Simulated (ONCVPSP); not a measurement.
Ir: excitation energies, all-electron against ONCV

iridium, optimised norm-conserving Vanderbilt (ONCV), made with ONCVPSP 4.0.1 (PBE, scalar-relativistic). Core [Kr] 4d10 4f14, reference 5s2 5p6 5d7 6s2. Waves: 5s+6s: rc 1.45 bohr, ncon 3, nbas 6, qcut 8.4 1/bohr, 2 projectors; 5p: rc 1.50 bohr, ncon 4, nbas 7, qcut 11.7 1/bohr, 2 projectors, debl 1.7 Ha; 5d: rc 1.95 bohr, ncon 5, nbas 10, qcut 7.3 1/bohr, 3 projectors, debl 0.7 Ha; f scattering state at 0.03 Ha: rc 1.90 bohr, ncon 5, nbas 8, qcut 6.7 1/bohr, 2 projectors, debl 2.5 Ha. Local part: polynomial inside 0.95 bohr (lpopt 5, dvloc0 1 Ha). Core correction: Teter function, fcfact 4, rcfact 1.2.

In the p channel the program set the typed energies aside and used -2.010, 0.250 Ha.

Energies are relative to the spin-unpolarised reference configuration 5s2 5p6 5d7 6s2; without spin polarisation the order of configurations can differ from experiment.

```tsv
valence configuration	charge	ΔE all-electron (eV)	error AE − PS (meV)
5s2 5p6 5d7 6s1	+1	9.880	-3.7
5s2 5p6 5d6 6s0	+3	57.890	-14
```

Question: What are ΔE and the potential's error for 5s2 5p6 5d7 6s0?

Answer: ΔE = 27.349 eV all-electron; the error (AE − PS) is -10 meV.

Question: What are ΔE and the potential's error for 5s2 5p6 5d6 6s2?

Answer: ΔE = 12.190 eV all-electron; the error (AE − PS) is -1.9 meV.

Levels in the configuration 5s2 5p6 5d7 6s1:

| level | all-electron (eV) | pseudo (eV) |
| --- | --- | --- |
| 5s | -106.303 | -106.318 |
| 5p | -63.046 | -63.049 |
| 5d | -15.324 | -15.322 |
| 6s | -13.567 | -13.567 |

Note: no bound ghost flagged; GHOST(+) flagged for s at 23.4 eV, p at 323.3 eV.
